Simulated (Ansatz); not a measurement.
One change: `[NH2][Ge]([F])([F])[F]` becomes `[F][Ge]([F])([F])[I]`.

Ansatz, PBE0-D4/def2-TZVP geometries, multiplicity 1. Each molecule was computed in one conformer, which needn't be the lowest.

Elements past krypton have def2 core potentials. Scalar relativity is left out up to krypton.

```tsv
property	`[NH2][Ge]([F])([F])[F]`
HOMO energy (B3LYP/def2-TZVPP) / eV	-8.80
LUMO energy (PBE/def2-TZVPP) / eV	-1.77
HOMO energy (PBE/def2-TZVPP) / eV	-7.45
zero-point energy (PBE0-D4/def2-TZVP) / kJ/mol	87.0
HOMO–LUMO gap (PBE0/def2-TZVPP) / eV	8.35
HOMO–LUMO gap (B3LYP/def2-TZVPP) / eV	7.67
```

Task: What does the change do to each property? (Estimate.)

Result: The calculation gave: 
```tsv
property	`[F][Ge]([F])([F])[I]`	shift
HOMO energy (B3LYP/def2-TZVPP) / eV	-8.68	0.12
LUMO energy (PBE/def2-TZVPP) / eV	-3.28	-1.51
HOMO energy (PBE/def2-TZVPP) / eV	-7.71	-0.26
zero-point energy (PBE0-D4/def2-TZVP) / kJ/mol	21.1	-65.9
HOMO–LUMO gap (PBE0/def2-TZVPP) / eV	6.59	-1.76
HOMO–LUMO gap (B3LYP/def2-TZVPP) / eV	6.01	-1.66
```

With PBE0 the HOMO rises by 0.11 eV and the LUMO falls by 1.64 eV, so the gap narrows by about 1.75 eV. PBE moves the HOMO by -0.26 eV and ωB97M-V by 0.38 eV. The zero-point energy changes by -65.9 kJ/mol with -6 modes.

B3LYP here is the variant with VWN-RPA as its local correlation; programs differ in this.

Spin–orbit coupling is left out; it splits and shifts lone-pair levels of the heavy atoms by tenths of an eV.
